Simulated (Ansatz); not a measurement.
`CNC(O)S` + `[SiH3]S` → `OC(S)S[SiH3]` + CH₃NH₂  (substitution at a C–N bond)

Computed with Ansatz on PBE0-D4/def2-TZVP structures; ΔE is electronic, products minus reactants. CCSD(T)/CBS is the MP2 limit (def2-TZVPP, def2-QZVPP) plus CCSD(T) − MP2 in def2-TZVPP, frozen cores. DFT in def2-TZVPP. One conformer a species, not always the lowest.

Task: Is it downhill or uphill in electronic energy at CCSD(T)/CBS, and by how much? (An estimate is asked.)

Result: Computed: Uphill: ΔE = +8.7 kJ/mol.

Task: What do these levels give: PBE-D4, PBE0-D4, ωB97X-V, PBE, r2SCAN, HF/def2-TZVPP, MP2/def2-TZVPP, SCS-MP2/def2-TZVPP, CCSD/def2-TZVPP, CCSD(T)/def2-TZVPP, HF/CBS(def2), CCSD/CBS(def2)? (An estimate is asked.)

Result: Computed: PBE-D4 5.8, PBE0-D4 9.7, ωB97X-V 14.5, PBE 8.7, r2SCAN 10.7, HF/def2-TZVPP 23.5, MP2/def2-TZVPP 8.9, SCS-MP2/def2-TZVPP 11.0, CCSD/def2-TZVPP 16.9, CCSD(T)/def2-TZVPP 14.0, HF/CBS(def2) 23.3, CCSD/CBS(def2) 11.5 kJ/mol.

Largest T1 diagnostic among the species: 0.012.

In def2-TZVPP, CCSD(T) changes the Hartree–Fock value by −9.4 kJ/mol (the triples alone add −2.8 kJ/mol) and MP2 by −14.5 kJ/mol. The D4 term adds −5.1 kJ/mol with B3LYP and −2.6 kJ/mol with PBE0; it sums over pairs of atoms, weighted by their polarisabilities, and B3LYP, whose exchange is more repulsive, gets the larger term. From PBE to PBE0 (25 % exact exchange), in def2-TZVPP and without D4, ΔE moves by +3.7 kJ/mol.

B3LYP here is the variant with VWN-RPA as its local correlation; programs differ in this.
